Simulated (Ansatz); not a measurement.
Ligand exchange: SiH(NH2)(SiH3)2 + CH5N → Si(NH2)2(SiH3)2 + CH4

Species: SiH(NH2)(SiH3)2, singlet; CH5N (methylamine) `CN`, singlet; Si(NH2)2(SiH3)2, singlet; CH4 (methane) `C`, singlet. The partners trade H for NH2: Si–H and C–NH2 bonds give way to Si–NH2 and C–H.

Shapes, held fixed at every level: PBE0-D4/def2-TZVP. Flexible molecules stand in one conformer, not always the lowest. Programs: Ansatz 0.2.0. Electronic energies: no zero-point or thermal term.

Task: Estimate ΔE of this reaction.

Result: The highest level, CCSD(T)/CBS estimate, gives ΔE = -145.1 kJ/mol; the levels span -148.6 to -133.5. The column of differences is taken from that level and isn't an error. No measured value is set beside it here. The CBS estimate extrapolates MP2 from def2-TZVPP and def2-QZVPP and adds CCSD(T) − MP2 in the triple-zeta set, cores frozen.

| level | kind | ΔE (kJ/mol) | less CCSD(T)/CBS estimate |
| --- | --- | --- | --- |
| HF/def2-TZVPP | Hartree–Fock | -133.5 | +11.6 |
| PBE-D4/def2-TZVPP | GGA | -140.2 | +4.9 |
| r2SCAN-D4/def2-TZVPP | meta-GGA | -148.3 | -3.2 |
| PBE0-D4/def2-TZVPP | global hybrid | -140.1 | +5.0 |
| wB97M-V/def2-TZVPP | range-separated hybrid | -144.0 | +1.1 |
| B2PLYP/def2-TZVPP | double hybrid | -142.5 | +2.6 |
| MP2/def2-TZVPP | perturbation theory | -148.6 | -3.5 |
| CCSD(T)/CBS estimate | coupled cluster or CI | -145.1 | 0.0 |
